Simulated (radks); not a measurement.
Question: Species: Se+. Configuration: [Ar] 3d10 4s2 4p3. Method: Dirac Kohn-Sham, BLYP, spin-unpolarised, spherical densities, finite nucleus; open shells fill j = l - 1/2 first; Fermi nuclear charge, rms radius 4.14 fm; computed with a radial shooting solver on a logarithmic mesh with Libxc functionals.

Spin-orbit splittings of the eigenvalues, e(l+1/2) - e(l-1/2), with zeta = 2 splitting/(2l+1) and mean radii in bohr:

| shell | occ. | splitting (eV) | zeta (eV) | <r> j=l-1/2 | <r> j=l+1/2 |
|---|---|---|---|---|---|
| 2p | 6 | 41.79 | 27.86 | 0.1685 | 0.1723 |
| 3p | 6 | ? | ? | 0.5825 | 0.5931 |
| 3d | 10 | 0.8965 | 0.3586 | 0.6278 | 0.6322 |
| 4p | 3 | 0.4459 | 0.2972 | 2.103 | 2.142 |

Estimate the 3p splitting.

Answer: 5.884 eV (zeta = 3.923 eV).
